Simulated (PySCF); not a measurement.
Method: PySCF 2.14.0, delta-SCF UKS SCAN, pcX-2 on the ionised atom, pcseg-1 elsewhere, spin-free X2C. Geometries: PBE0-D3(BJ)/def2-SVP; isolated species, one conformer each. Values against the vacuum level.

(1) Order these sites by rising C 1s binding energy.
A. C3 in `[SiH3:1][O:2][CH2:3][CH:4]1[CH2:5][CH2:6]1`
B. C3 in `[CH3:1][O:2][C@H:3]1[CH2:4][CH2:5][SiH2:6]1`
C. C1 in `[CH2:1]=[CH:2][CH2:3][CH2:4][SiH2:5][OH:6]`
D. C3 in `[CH3:1][C@@H:2]1[CH2:3][CH2:4][O:5][SiH2:6]1`

(2) Rank by computed O 1s binding energy, lowest first.
A. Oxygen in `C[C@@H]1CCO[SiH2]1`
B. Oxygen in `C=CCCO[SiH3]`
C. Oxygen in `CO[C@H]1CC[SiH2]1`

(3) Rank by computed Si 1s binding energy, lowest first.
A. Silicon in `C=CCCO[SiH3]`
B. Silicon in `C=CO[SiH](C)C`
C. Silicon in `CO[C@H]1CC[SiH2]1`

Results:

(1) C (290.09 eV), D (290.69 eV), B (291.24 eV), A (292.27 eV).

The highest is bonded to O, C and 2 H, the lowest to C (double bond) and 2 H; the range is 2.18 eV.

(2) A (537.63 eV), B (537.97 eV), C (538.24 eV).

From the lowest up, the atoms are bonded to: C and Si (537.63); C and Si (537.97); 2 C (538.24).

(3) C (1846.01 eV), B (1846.91 eV), A (1847.31 eV).

From the lowest up, the atoms are bonded to: 2 C and 2 H (1846.01); O, 2 C and H (1846.91); O and 3 H (1847.31).
